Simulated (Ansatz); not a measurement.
`[CH3][Ge]([F])([Cl])[C]#N`, charge 0, multiplicity 1.

**Question.** Give a relaxed structure at PBE0-D4/def2-TZVP (Ansatz 0.2.0). (An estimate is asked.)

**Answer.** Computed: 
```xyz
9

C    -0.1196   -1.3361    0.2110
Ge   -0.1464    0.5784    0.3107
F     0.7077    1.1191    1.7059
Cl   -2.1022    1.3929    0.4326
C     0.7364    1.4368   -1.1631
N     1.2658    1.8940   -2.0770
H    -0.6088   -1.7466    1.0939
H     0.9153   -1.6770    0.1709
H    -0.6482   -1.6614   -0.6849
```
This is one stationary point; other conformers may exist.
